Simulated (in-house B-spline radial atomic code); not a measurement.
Settings and results of a run for Br6+ (with a hole in an inner shell). Method: Dirac-Hartree-Fock, average of the jj configuration, Fermi nucleus of rms radius 4.1629 fm. Calculated with a radial B-spline atomic code at the basis-set limit.

In the input, a minus or plus after the letter marks the j = l - 1/2 or j = l + 1/2 subshell.

Command:
```bash
python run_scf.py task.json out
```
Settings (nuclear radius in fm, mass in u):
```
Z                35
configuration    1s2 2s2 2p-2 2p+3 3s2 3p6 3d10 4s2
hamiltonian      dirac
method           hf
spin_polarised   False
nucleus          fermi
rms_radius       4.1629
atomic_mass      78.91834
speed_of_light   137.035999084
```

Output (hartree, bohr):
```
 radial grid: 67 intervals, B-splines of order 8, outer radius 15.5224 bohr

 iter        energy (Eh)    residual
    1      -2515.1993058    9.93e-01
    2      -2532.1945536    8.56e-01
    3      -2538.0798107    2.23e-01
    4      -2538.5642417    5.39e-02
    5      -2538.5919814    2.89e-02
    6      -2538.6006936    1.52e-03
    7      -2538.6007140    3.06e-04
    8      -2538.6007150    1.56e-05
    9      -2538.6007150    3.56e-07
   10      -2538.6007150    1.86e-08

 total energy                    -2538.600715
 kinetic                           2606.11329
 electron-nucleus                 -6021.46644
 electron-electron                  876.75243

 first-order corrections (not in the total)
   Gaunt                            1.34954
   retardation                     -0.12366
   frequency dependence            -0.00501
   self-energy                      0.95979
   Uehling                         -0.09733
   Wichmann-Kroll                   0.00104
   recoil                           0.01322

 orbital      occ     eigenvalue          <r>       <r^2>       <1/r>       <r^4>     <1/r^3>       r_max    small
 1s1/2      2.000     -506.15931    0.0426915  0.00245372     35.6848 1.55237e-05           -     0.02791  1.61e-02
 2s1/2      2.000      -72.64570     0.187175   0.0413568     8.05322  0.00296307           -       0.158  3.26e-03
 2p1/2      2.000      -66.34224     0.160849   0.0317182     7.99845  0.00202759           -      0.1243  3.24e-03
 2p3/2      3.000      -64.60435     0.166034    0.033864     7.70065  0.00239446     1314.33      0.1277  3.13e-03
 3s1/2      2.000      -14.25600     0.535053    0.328346     2.68377    0.168276           -      0.4746  8.13e-04
 3p1/2      2.000      -11.80580     0.537372    0.336958     2.57054    0.188089           -      0.4645  7.62e-04
 3p3/2      4.000      -11.48859     0.546407    0.349136     2.54216     0.20229     212.704      0.4744  7.68e-04
 3d3/2      4.000       -7.23776     0.541471    0.356278     2.30492    0.253753     27.6441      0.4105  6.45e-04
 3d5/2      6.000       -7.15611     0.546936    0.363333     2.27981    0.263524     26.4465      0.4146  6.35e-04
 4s1/2      2.000       -3.88753      1.40231     2.20302    0.945903     7.01675           -       1.275  1.64e-04
```

Cost of the run: 0.95 s on 1 thread of Arm Neoverse V2, with other jobs on the host.

For the Dirac Hamiltonian the kinetic term is c α·p + (β - 1)c².
